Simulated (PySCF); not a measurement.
## Static response to an electric field

MnO4 (charge -1 and singlet state).
Cartesian coordinates in Å at the PBE0-D3(BJ)/def2-SVP level; atoms count from 1:
```xyz
5
MnO4 angstrom
O      0.2884   -1.1149    1.0685
Mn     0.0035    0.0015   -0.0057
O     -0.5202    1.3019    0.7127
O     -1.0838   -0.5116   -1.0213
O      1.3292    0.3287   -0.7886
```

Level: PBE0/def2-SVPD (PySCF), static field, nuclei fixed, core orbitals frozen in the response. The polarisability tensor in these axes (au):

```
x   53.12 -0.05 -0.02
y   -0.05 53.21  0.00
z   -0.02  0.00 53.24
```

Give the principal values, the mean and the anisotropy Δα = √{½[(α1 − α2)² + (α2 − α3)² + (α1 − α3)²]}.

Principal values 53.09, 53.23 and 53.25 au; mean 53.19 au = 7.88 Å³ = 8.77 × 10⁻⁴⁰ C²·m²/J; Δα = 0.15 au (0 % of the mean). Point group Td makes the tensor isotropic, so any spread comes from the grid or from a geometry that is symmetric only within 0.08 Å.

Form Σ f/ω² (atomic units) for the 10 lowest TDDFT singlets, given as eV and f, and set it beside the mean polarisability, which is this sum over all singlets: 2.58, 0.0000; 2.58, 0.0000; 2.58, 0.0000; 3.16, 0.0098; 3.16, 0.0098; 3.16, 0.0098; 4.08, 0.0000; 4.08, 0.0000; 4.08, 0.0000; 4.39, 0.0032.

They add up to 2.30 au, 4.3 % of the 53.19 au; the largest single term is 0.73 au, from the state at 3.16 eV. Terms in order: 0.00, 0.00, 0.00, 0.73, 0.73, 0.73, 0.00, 0.00, 0.00, 0.12 au. Higher excitations give the rest. The strengths listed sum to 0.032.

Geometry: PBE0-D3(BJ)/def2-SVP; no solvent, vibrations or thermal averaging. The geometry's basis has no diffuse functions.
